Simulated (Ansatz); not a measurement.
Basis sets compared for Ca10O12H4, a hydroxylated oxide cluster. The state is a singlet with charge 0. Geometry PBE-D4/def2-SVP. Ansatz on 2 threads of AMD EPYC 7R13 on a shared host and a share (18 GiB) of an NVIDIA H100 80GB HBM3; times are rough, and most runs start from earlier orbitals.

```xyz
26

Ca   -0.581    0.443    0.819
Ca    1.929   -0.366    3.239
Ca    2.962    0.935    0.526
Ca    1.522   -1.557   -1.172
Ca    0.622   -2.825    1.611
Ca    1.097    2.614    2.441
Ca   -1.163   -1.038    3.564
Ca   -1.584   -2.271   -0.678
Ca    0.736    1.662   -1.855
Ca   -2.245    0.543   -2.228
O    -0.950    2.077   -3.287
O     2.752    0.466   -1.841
O    -0.344   -0.289   -1.400
O    -3.116   -1.505   -2.227
O     1.051    2.102    0.276
O    -2.432    1.386   -0.194
O     0.347   -3.239   -0.568
O     1.918   -0.989    0.981
O    -1.350   -1.645    1.461
O     2.914    1.545    2.607
O    -0.070    0.842    3.045
O     0.653   -2.097    3.722
H    -1.138    2.774   -3.936
H     3.441    0.479   -2.528
H    -3.866   -1.973   -2.625
H    -3.104    1.929    0.248
```

The 6-31G sets use Cartesian d functions. Single mean-field runs in def2-SVP, def2-TZVP are fitted with def2-universal-jkfit.

Binding counts from free atoms (Ca singlet, O triplet, H doublet) in the same basis, without a counterpoise term.

```
           level  functions  energy (Eh)  HOMO (eV)  LUMO (eV)  binding per atom (eV)  wall time
       HF/STO-3G        194   -7588.6997      -3.94       4.02                   1.36      4.6 s
        HF/6-31G        406   -7669.2222      -7.81       0.52                   2.91        8 s
 PBE-D4/def2-SVP        428   -7677.9796      -3.71      -1.30                   4.80      5.5 s
PBE0-D4/def2-SVP        428   -7678.3666      -4.89      -0.74                   4.57        5 s
```

Estimate the rows for PBE-D4/def2-TZVP, PBE0-D4/def2-TZVP.


| level | functions | energy (Eh) | HOMO (eV) | LUMO (eV) | binding per atom (eV) | wall time |
| --- | --- | --- | --- | --- | --- | --- |
| PBE-D4/def2-TZVP | 756 | -7679.8397 | -3.79 | -1.36 | 4.64 | 6.5 s |
| PBE0-D4/def2-TZVP | 756 | -7680.2112 | -4.97 | -0.79 | 4.42 | 8.1 s |
